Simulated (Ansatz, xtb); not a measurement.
System: PdH, charge 0, multiplicity 2. The spin state was set by rule; other spins were not relaxed. SMILES: [PdH]
Coordinates optimised at B3LYP-D3(BJ)/def2-TZVP (Ansatz, a program for electronic structure):
```
Pd
H 1 1.5407
```
Charge 0, spin multiplicity 2.

Harmonic wavenumbers from GFN2-xTB (xtb, at its own minimum), cm⁻¹: 1776.

Q: Give the harmonic wavenumbers at B3LYP-D3(BJ)/def2-TZVP (Ansatz, finite differences of forces, unscaled).

A: 2006 cm⁻¹. Zero-point energy 2.9 kcal/mol.

Q: From these and the geometry, give the ideal-gas thermochemistry at 298.15 K and 1 atm (rigid rotor, harmonic oscillator).

A: Point group C∞v, rotational symmetry number 1. Rotational constants 213.2, 213.2 GHz. S(trans) 39.93, S(rot) 8.69, S(vib) 0.00, S(elec, spin only) 1.38, S 50.0 cal/(mol K). H(298) - H(0) 2.07 kcal/mol; G - E(el) -10.0 kcal/mol.
